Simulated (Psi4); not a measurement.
BeCl2, singlet (typed; the unrestricted solution is spin-contaminated), at a GFN2-xTB geometry (such geometries of metal compounds can be far from the true shape), with bond 3-1 at 2.2 times its length; HF/6-31G** (Psi4 1.11).

The Psi4 input:
```
memory 2 GB

molecule mol {
0 1
  Be    0.000000    0.000000    0.000000
  Cl    0.000000    0.000000    1.762966
  Cl    0.000000    0.000000   -3.878526
}

set basis 6-31g**
set reference uhf
set stability_analysis follow
set scf_type pk

energy('scf')
print_variables()
```

Question: Write the output that Psi4 gives for this input, abridged.

Answer: 
```
   => Loading Basis Set <=

    Name: 6-31G**
    Role: ORBITAL
    Keyword: BASIS

         ---------------------------------------------------------
                                   SCF
               by Justin Turney, Rob Parrish, Andy Simmonett
                          and Daniel G. A. Smith
                              UHF Reference
         ---------------------------------------------------------

  ==> Geometry <==

    Molecular point group: c2v
    Full point group: C_inf_v

    Geometry (in Angstrom), charge = 0, multiplicity = 1:

       Center              X                  Y                   Z               Mass
    ------------   -----------------  -----------------  -----------------  -----------------
         BE           0.000000000000     0.000000000000     0.937033698869     9.012183065000
         CL           0.000000000000     0.000000000000     2.699999698869    34.968852682000
         CL           0.000000000000     0.000000000000    -2.941492301131    34.968852682000

  Running in c2v symmetry.

  Rotational constants: A = ************  B =      0.02982  C =      0.02982 [cm^-1]
  Rotational constants: A = ************  B =    893.84401  C =    893.84401 [MHz]
  Nuclear repulsion =   56.797319701549931

  Charge       = 0
  Multiplicity = 1
  Electrons    = 38
  Nalpha       = 19
  Nbeta        = 19

  ==> Algorithm <==

  SCF Algorithm Type is PK.
  DIIS enabled.
  MOM disabled.
  Fractional occupation disabled.
  Guess Type is SAD.
  Energy threshold   = 1.00e-06
  Density threshold  = 1.00e-06
  Integral threshold = 1.00e-12

  ==> Primary Basis <==

  Basis Set: 6-31G**
    Blend: 6-31G**
    Number of shells: 22
    Number of basis functions: 53
    Number of Cartesian functions: 53
    Spherical Harmonics?: false
    Max angular momentum: 2

  ==> Integral Setup <==

  Using in-core PK algorithm.
   Calculation information:
      Number of atoms:                   3
      Number of AO shells:              22
      Number of primitives:             69
      Number of atomic orbitals:        53
      Number of basis functions:        53

      Integral cutoff                 1.00e-12
      Number of threads:                 1

  Performing in-core PK
  Using 2049192 doubles for integral storage.
  We computed 23206 shell quartets total.
  Whereas there are 32131 unique shell quartets.

  ==> DiskJK: Disk-Based J/K Matrices <==

    J tasked:                  Yes
    K tasked:                  Yes
    wK tasked:                  No
    Schwarz Cutoff:          1E-12

  Minimum eigenvalue in the overlap matrix is 1.3128627585E-02.
  Reciprocal condition number of the overlap matrix is 2.6093060184E-03.
    Using symmetric orthogonalization.

  ==> Pre-Iterations <==

  SCF Guess: Superposition of Atomic Densities via on-the-fly atomic UHF (no occupation information).

   -------------------------
    Irrep   Nso     Nmo
   -------------------------
     A1        28      28
     A2         3       3
     B1        11      11
     B2        11      11
   -------------------------
    Total      53      53
   -------------------------

  ==> Iterations <==

                        Total Energy        Delta E     RMS |[F,P]|

   @UHF iter SAD:  -932.83581060286053   -9.32836e+02   0.00000e+00
   @UHF iter   1:  -933.44431187689327   -6.08501e-01   1.02588e-02 ADIIS/DIIS
   @UHF iter   2:  -933.50470618559348   -6.03943e-02   7.94599e-03 ADIIS/DIIS
   @UHF iter   3:  -933.54665844528847   -4.19523e-02   8.79635e-04 ADIIS/DIIS
   @UHF iter   4:  -933.54791469936822   -1.25625e-03   3.71534e-04 ADIIS/DIIS
   @UHF iter   5:  -933.54806649635361   -1.51797e-04   1.37694e-04 ADIIS/DIIS
   @UHF iter   6:  -933.54809773336603   -3.12370e-05   3.29564e-05 DIIS
   @UHF iter   7:  -933.54810048143224   -2.74807e-06   1.02973e-05 DIIS
   @UHF iter   8:  -933.54810069092559   -2.09493e-07   3.38234e-06 DIIS
   @UHF iter   9:  -933.54810070874817   -1.78226e-08   6.09878e-07 DIIS
  Energy and wave function converged.

    Negative totally symmetric eigenvalue detected: -0.112448
    Wavefunction unstable!
    Lowest UHF->UHF stability eigenvalues:
      A1 -0.112448       B2 0.026161        B1 0.026161        A2 0.231844

    Rotating orbitals by 0.5 * pi / 2 radians along unstable eigenvector.
    Running SCF again with the rotated orbitals.
   @UHF iter  10:  -933.35183537057333   -9.33352e+02   1.11337e-02 ADIIS/DIIS
   @UHF iter  11:  -933.56454607970932   -2.12711e-01   5.48441e-03 ADIIS/DIIS
   @UHF iter  12:  -933.59583946414637   -3.12934e-02   1.34716e-03 ADIIS/DIIS
   @UHF iter  13:  -933.60051474135673   -4.67528e-03   5.71535e-04 ADIIS/DIIS
   @UHF iter  14:  -933.60121615028686   -7.01409e-04   2.56261e-04 ADIIS/DIIS
   @UHF iter  15:  -933.60149955157794   -2.83401e-04   9.39185e-05 DIIS
   @UHF iter  16:  -933.60154353741927   -4.39858e-05   3.15046e-05 DIIS
   @UHF iter  17:  -933.60154660936325   -3.07194e-06   7.54664e-06 DIIS
   @UHF iter  18:  -933.60154670998679   -1.00624e-07   2.49013e-06 DIIS
   @UHF iter  19:  -933.60154672458225   -1.45955e-08   1.02025e-06 DIIS
   @UHF iter  20:  -933.60154672705653   -2.47428e-09   2.32377e-07 DIIS
    Wavefunction stable under totally symmetric rotations.
    Lowest totally symmetric eigenvalue: 0.126317
    Lowest UHF->UHF stability eigenvalues:
      B1 0.005686        B2 0.005686        A1 0.126317        A2 0.269820

    Stability analysis over.

  ==> Post-Iterations <==

   @Spin Contamination Metric:   9.566964123E-01
   @S^2 Expected:                0.000000000E+00
   @S^2 Observed:                9.566964123E-01
   @S   Expected:                0.000000000E+00
   @S   Observed:                0.000000000E+00

    Orbital Energies [Eh]
    ---------------------

    Alpha Occupied:

[...]
      11A1    -0.341459

    Alpha Virtual:

[...]
      28A1     4.725762

    Beta Occupied:

[...]
       4B1    -0.482019

    Beta Virtual:

[...]
      28A1     4.726235

    Final Occupation by Irrep:
             A1    A2    B1    B2
    DOCC [    11,    0,    4,    4 ]
    SOCC [     0,    0,    0,    0 ]
    NA   [    11,    0,    4,    4 ]
    NB   [    11,    0,    4,    4 ]

  @UHF Final Energy:  -933.60154672705653

   => Energetics <=

    Nuclear Repulsion Energy =             56.7973197015499309
    One-Electron Energy =               -1402.9213693627161774
    Two-Electron Energy =                 412.5225029341098093
    Total Energy =                       -933.6015467270565296

  UHF NO Occupations:
  HONO-2 :    4 B2 1.9996412
  HONO-1 :   10 A1 1.9976801
  HONO-0 :   11 A1 1.2229528
  LUNO+0 :   12 A1 0.7770472
  LUNO+1 :   13 A1 0.0023199
  LUNO+2 :    5 B2 0.0003588
  LUNO+3 :    5 B1 0.0003588

Computation Completed

Properties will be evaluated at   0.000000,   0.000000,   0.000000 [a0]

Properties computed using the SCF density matrix

 Multipole Moments:

 ------------------------------------------------------------------------------------
     Multipole            Electronic (a.u.)      Nuclear  (a.u.)        Total (a.u.)
 ------------------------------------------------------------------------------------

 L = 1.  Multiply by 2.5417464519 to convert [e a0] to [Debye]
 Dipole X            :          0.0000000            0.0000000            0.0000000
 Dipole Y            :          0.0000000            0.0000000            0.0000000
 Dipole Z            :          0.4916498           -0.6750847           -0.1834350
 Magnitude           :                                                    0.1834350

 ------------------------------------------------------------------------------------

  Variable Map:
  ----------------------------------------------------------------------------
[...]
[...]
```
